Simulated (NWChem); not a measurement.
Molecule: AlGeH$_{4}$F; SMILES [F][AlH][GeH3]

Computed with NWChem. All runs use the structure optimised with B3LYP/6-31G* (spherical d). Level: PBE0/def2-SVPD; rows give the wavelength of the field.

```tsv
field	isotropic polarisability (bohr³)	anisotropy (bohr³)
static	63.5	21.7
1065 nm	[?]	[?]
589 nm	66.6	24.3
```

Problem. Complete the blanks.

Solution. 
- 1065 nm, isotropic polarisability (bohr³): 64.4
- 1065 nm, anisotropy (bohr³): 22.4
